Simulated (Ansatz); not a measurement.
Basis sets compared for Ga₄As₄H₁₄, a cluster cut from wurtzite GaAs (hydrogen-capped). The state is a singlet with charge 0. Geometry PBE-D4/def2-SVP. Ansatz on 2 threads of AMD EPYC 7R13 on a shared host and a share (18 GiB) of an NVIDIA H100 80GB HBM3; times are rough, and most runs start from earlier orbitals.

```xyz
22

Ga   -1.507    2.313   -0.605
As    0.240    1.208   -2.143
Ga    0.847    0.835    2.565
As   -1.290    0.718    1.293
As    2.362   -0.138    0.723
Ga    1.503   -0.837   -1.504
Ga   -2.178   -1.571    0.882
As   -0.377   -2.308   -0.806
H    -0.855    3.710   -0.268
H    -2.860    2.100   -1.390
H     1.310    2.192   -2.604
H    -0.323    0.896   -3.526
H     1.361    2.321    2.700
H     0.909   -0.261    3.698
H    -2.295    1.277    2.300
H     3.544    0.773    0.408
H     3.180   -1.329    1.212
H     2.538   -1.412   -2.541
H    -3.493   -1.535    0.010
H    -1.924   -2.523    2.115
H    -0.981   -2.807   -2.115
H     0.289   -3.621   -0.405
```

The 6-31G sets use Cartesian d functions. Single mean-field runs in def2-TZVP are fitted with def2-universal-jkfit.

Binding counts from free atoms (Ga doublet, As quartet, H doublet) in the same basis, without a counterpoise term.

| level | functions | energy (Eh) | HOMO (eV) | LUMO (eV) | binding per atom (eV) | wall time |
| --- | --- | --- | --- | --- | --- | --- |
| HF/STO-3G | 158 | -16449.1273 | -5.92 | 7.42 | – | 7.5 s |
| HF/6-31G | 260 | -16635.2605 | -9.48 | 1.86 | 1.56 | 7.5 s |
| PBE-D4/def2-SVP | 326 | -16646.8494 | -6.12 | -1.73 | 2.50 | 7.5 s |
| PBE0-D4/def2-SVP | 326 | -16647.2956 | -7.17 | -1.00 | 2.49 | 7.5 s |

Q: Estimate the rows for PBE-D4/def2-TZVP, PBE0-D4/def2-TZVP (with forces).

A: 
| level | functions | energy (Eh) | HOMO (eV) | LUMO (eV) | binding per atom (eV) | wall time |
| --- | --- | --- | --- | --- | --- | --- |
| PBE-D4/def2-TZVP | 468 | -16648.9510 | -6.17 | -1.83 | 2.49 | 11 s |
| PBE0-D4/def2-TZVP (with forces) | 468 | -16649.3883 | -7.19 | -1.09 | 2.49 | 11 s |
